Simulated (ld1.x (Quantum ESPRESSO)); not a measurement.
**calcium (Ca): variants of one PAW potential**

Base potential:

* Element: Ca (Z = 20)
* Generator: ld1.x (Quantum ESPRESSO) 7.5
* Type: PAW
* Functional: LDA (PZ)
* Relativity: scalar-relativistic
* Frozen core: [Ne]
* Valence charge: 10
* Reference configuration: 3s2 3p6 3d0 4s0 4p0 (charge +2)
* Partial waves: 3s (bound): rcut 1.70, rcutus 1.80 bohr; 4s (bound, empty): rcut 1.70, rcutus 1.80 bohr; 3p (bound): rcut 1.90, rcutus 2.20 bohr; 4p (bound, empty): rcut 1.90, rcutus 2.20 bohr; 3d (bound, empty): rcut 1.35, rcutus 1.45 bohr; 3d channel at 0.05 Ry: rcut 1.35, rcutus 1.45 bohr
* Local potential: all-electron potential smoothed inside 1.40 bohr (lloc = -1)
* Core correction: a·sin(br)/r model core, default radius (core density twice the valence density)
* Augmentation charge: BESSEL, radius 1.30 bohr

Cutoffs, loose and tight: the cutoffs (Ry, on a coarse ladder) from which the occupation-weighted sum of valence levels, in a spherical-Bessel basis at the reference potential, stays within 10 and 1 mRy of its value at 400 Ry. They do not see the model core or the augmentation charge, which bear on the density cutoff. Test errors are all-electron minus pseudo excitation energies from the reference, over the configurations 3s2 3p6 3d0 4s2 4p0; 3s2 3p6 3d0 4s1 4p0; 3s2 3p6 3d0 4s1.5 4p0; 3s1 3p6 3d0 4s2 4p0; 3s2 3p6 3d0.5 4s1.5 4p0; 3s2 3p6 3d0 4s1 4p1; 3s2 3p6 3d1 4s0 4p0 (two spin-polarised tests are not counted in the largest error). A dash means not determined; rows that change the core or the reference have their own tests. The largest error is taken over the tests solved by every variant that gives reliable tests at all: 3s2 3p6 3d0 4s1 4p0; 3s2 3p6 3d0 4s1.5 4p0; 3s2 3p6 3d0 4s2 4p0.

Cutoffs are not given where the Bessel-basis levels miss the radial ones by over 6 mRy, ghosts where they miss by over 20 mRy; a channel whose overlap is not positive is not tested.

A file whose overlap is not positive is unfit for use, and its test errors describe a broken file.

```csv
change,outcome,"cutoff, loose","cutoff, tight",bound ghosts,largest test error (meV)
base,"generated, overlap not positive",–,–,not determined (overlap not positive),+2.3
"all radii but the core radius scaled by about 0.77 (s 1.38, p 1.68, d 1.12 bohr, rcut 1.30/1.46/1.04); local potential all-electron potential smoothed inside 1.08 bohr (lloc = -1); augmentation BESSEL, radius 1.00 bohr",generated,30 Ry,45 Ry,none,+0.4
"all radii but the core radius scaled by about 0.82 (s 1.48, p 1.80, d 1.18 bohr, rcut 1.40/1.56/1.10); local potential all-electron potential smoothed inside 1.14 bohr (lloc = -1); augmentation BESSEL, radius 1.06 bohr","generated, overlap not positive",–,–,not determined (overlap not positive),+0.6
"all radii but the core radius scaled by about 0.91 (s 1.64, p 2.02, d 1.32 bohr, rcut 1.56/1.74/1.24); local potential all-electron potential smoothed inside 1.28 bohr (lloc = -1); augmentation BESSEL, radius 1.18 bohr","generated, overlap not positive",–,–,not determined (overlap not positive),+0.2
"all radii but the core radius scaled by about 0.94 (s 1.70, p 2.08, d 1.36 bohr, rcut 1.60/1.80/1.28); local potential all-electron potential smoothed inside 1.32 bohr (lloc = -1); augmentation BESSEL, radius 1.22 bohr","generated, overlap not positive",–,–,not determined (overlap not positive),+1.0
"all radii but the core radius scaled by about 1.12 (s 2.00, p 2.46, d 1.62 bohr, rcut 1.90/2.12/1.50); local potential all-electron potential smoothed inside 1.56 bohr (lloc = -1); augmentation BESSEL, radius 1.44 bohr",generated,15 Ry,25 Ry,none,+0.6
"all radii but the core radius scaled by about 1.31 (s 2.36, p 2.88, d 1.90 bohr, rcut 2.22/2.48/1.76); local potential all-electron potential smoothed inside 1.84 bohr (lloc = -1); augmentation BESSEL, radius 1.70 bohr","generated, overlap not positive",–,–,not determined (overlap not positive),-1.2
```

Q: What comes out with this change to the base: all radii but the core radius scaled by about 1.19 (s 2.14, p 2.62, d 1.74 bohr, rcut 2.02/2.26/1.62); local potential all-electron potential smoothed inside 1.68 bohr (lloc = -1); augmentation BESSEL, radius 1.56 bohr?

A: outcome: generated; cutoff, loose: 12 Ry; cutoff, tight: 21 Ry; bound ghosts: none; largest test error (meV): +0.8.

Q: What comes out with this change to the base: all radii but the core radius scaled by about 1.40 (s 2.52, p 3.08, d 2.04 bohr, rcut 2.38/2.66/1.90); local potential all-electron potential smoothed inside 1.96 bohr (lloc = -1); augmentation BESSEL, radius 1.82 bohr?

A: outcome: generated, overlap not positive; bound ghosts: not determined (overlap not positive); largest test error (meV): -5.2. A file whose overlap is not positive is unfit for use, and its test errors describe a broken file.

Q: What comes out with this change to the base: all radii but the core radius scaled by about 1.25 (s 2.24, p 2.74, d 1.82 bohr, rcut 2.12/2.38/1.68); local potential all-electron potential smoothed inside 1.74 bohr (lloc = -1); augmentation BESSEL, radius 1.62 bohr?

A: outcome: generated; cutoff, loose: 12 Ry; cutoff, tight: 18 Ry; bound ghosts: none; largest test error (meV): +0.4.

Reading the sweep of the scale of all radii but the core radius (base = 1) (base included, trends over the rows without a ghost): The loose cutoff falls from 30 Ry at 0.77 to 12 Ry at 1.25. A larger radius leaves more room for a smooth pseudo-wave, so fewer plane waves are needed; a smaller one forces it to follow the all-electron wave where it bends sharply.
